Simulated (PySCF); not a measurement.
From one molecule to another.

First species: C₈H₁₇P.
InChI=1S/C8H17P/c1-7(2)9-6-8(3,4)5/h6H2,1-5H3

Second species: C7H13PS.
SMILES: `C=C[P@](=S)(CC)C(=C)C`

Levels: PBE0/pcSseg-1 for dipole moment, HOMO energy, LUMO energy and HOMO–LUMO gap; GFN2-xTB for rotational constant A and rotational constant C. Geometries: GFN2-xTB. Each species is one conformer at its optimised geometry, gas phase, non-relativistic unless stated; the electronic structure was computed with PySCF and density fitting.

Dipoles, sizes and rotational constants follow the conformer. The torsions of the flexible species, by atom-mapped SMILES:
- `[CH3:1][C:2]([CH3:3])=[P:4][CH2:5][C:6]([CH3:7])([CH3:8])[CH3:9]`: C2–P4–C5–C6 180°, P4–C5–C6–C7 62°
- `[CH2:1]=[CH:2][P@:3](=[S:4])([CH2:5][CH3:6])[C:7](=[CH2:8])[CH3:9]`: C1–C2–P3–S4 -50°, C2–P3–C5–C6 -179°, C2–P3–C7–C8 36°

Values for the first species:

* Dipole moment: 1.62 D
* HOMO energy: -6.47 eV
* LUMO energy: -1.02 eV
* HOMO–LUMO gap: 5.45 eV
* Rotational constant A: 2.717 GHz
* Rotational constant C: 0.624 GHz

Task: Estimate the same properties for the second species, and the change in each.

Result: 
```json
{"property": "dipole moment", "first": "1.62 D", "second": "4.26 D", "second less first": "+2.64 D"}
{"property": "HOMO energy", "first": "-6.47 eV", "second": "-6.35 eV", "second less first": "+0.12 eV"}
{"property": "LUMO energy", "first": "-1.02 eV", "second": "-0.87 eV", "second less first": "+0.15 eV"}
{"property": "HOMO–LUMO gap", "first": "5.45 eV", "second": "5.48 eV", "second less first": "+0.03 eV"}
{"property": "rotational constant A", "first": "2.717 GHz", "second": "1.166 GHz", "second less first": "-1.551 GHz"}
{"property": "rotational constant C", "first": "0.624 GHz", "second": "0.934 GHz", "second less first": "+0.310 GHz"}
```

On the first: The dipole matches unit charges of opposite sign 0.34 Å apart (1 e·Å = 4.8032 D).

On the second: In atomic units the dipole is 1.68 e·bohr (1 au = 2.5417 D). A dipole of 4.26 D is allowed in C1, and pure rotational transitions are dipole-allowed. GFN2-xTB frequencies show an imaginary mode (60i cm⁻¹), so this geometry is no minimum at that level.
